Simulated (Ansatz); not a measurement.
# Worked example: the enthalpy of CH2BrF + CH3F → CH2F2 + CH3Br

Gas-phase species: CH2BrF (bromofluoromethane) `FCBr`, singlet; CH3F (fluoromethane) `CF`, singlet; CH2F2 (difluoromethane) `FCF`, singlet; CH3Br (bromomethane) `CBr`, singlet. The partners trade Br for F; both sit on C, so the bond types are kept.

Shapes, held fixed at every level: PBE0-D4/def2-TZVP. Programs: Ansatz 0.2.0. The zero-point and thermal terms to 298 K, harmonic and unscaled (PBE0-D4/def2-TZVP), stand in the table.

At CCSD(T)/def2-TZVPP; 1 Eh = 2625.50 kJ/mol:

```
species   energy (Eh)  H(298 K) − E (kJ/mol)  tabulated ΔfH (kJ/mol)
 CH2BrF  -2711.672087                   91.8                  -212.4
   CH3F   -139.564071                  113.4                  -236.6
  CH2F2   -238.710082                   97.1                  -451.0
  CH3Br  -2612.542543                  108.4                   -36.4
```

**Question.** Work out the reaction enthalpy at 298 K from the calculation and from the table of heats.

**Answer.** 
1. Electronic: (-238.710082) + (-2612.542543) − [(-2711.672087) + (-139.564071)] = -0.016467 Eh = -43.2 kJ/mol.
2. Zero-point and thermal: (97.1) + (108.4) − [(91.8) + (113.4)] = +0.3 kJ/mol.
3. Computed ΔH = -42.9 kJ/mol.
4. From the heats of formation (Active Thermochemical Tables): (-451.0) + (-36.4) − [(-212.4) + (-236.6)] = -38.4 kJ/mol.
5. Computed less tabulated: -4.5 kJ/mol. Tabulated heats carry uncertainties of their own.

Relativity is left out for Br. Outer-core shells of Br are correlated, in sets that cover them unevenly.
